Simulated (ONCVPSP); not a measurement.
# arsenic, ONCV: configuration errors across variants

| Quantity | Value |
| --- | --- |
| Element | arsenic |
| Generator | ONCVPSP 4.0.1 |
| Type | optimised norm-conserving Vanderbilt (ONCV) |
| Functional | LDA (Perdew-Zunger) |
| Relativity | scalar-relativistic |
| Frozen core | [Ar] 3d10 |
| Valence charge | 5 |
| Reference configuration | 4s2 4p3 |
| Partial waves | 4s: rc 1.50 bohr, ncon 4, nbas 8, qcut 4.8 1/bohr, 2 projectors, debl 2.3 Ha; 4p: rc 1.60 bohr, ncon 4, nbas 8, qcut 5.4 1/bohr, 2 projectors, debl 3.4 Ha |
| Local potential | polynomial inside 1.05 bohr (lpopt 5, dvloc0 0 Ha) |
| Core correction | Teter function, fcfact 5.25, rcfact 1.65 |

All-electron excitation energies from the reference (eV): (1) 4s2 4p2 9.325; (2) 4s2 4p1 27.488; (3) 4s2 4p0 55.528; (4) 4s1 4p4 9.483.

2 further variants failed, have other tests or too few solved ones, and are left out.

Errors AE − PS in meV (a dash: test not solved or not reliable):

| change | (1) | (2) | (3) | (4) | bound ghosts | GHOST(+) flags above zero |
| --- | --- | --- | --- | --- | --- | --- |
| base | -21 | -136 | -471 | -8.0 | none | s, p |
| local potential polynomial inside 1.05 bohr (lpopt 5, dvloc0 2.5 Ha) | -21 | -137 | -471 | -8.0 | none | s |
| p: qcut 5.7 | -21 | -136 | -468 | -8.0 | none | s, p |

Question: Give the same row for: s: qcut 5; p: qcut 5.7.

Answer: -21, -136, -471, -7.9; bound ghosts: none; GHOST(+) flags above zero: s, p.
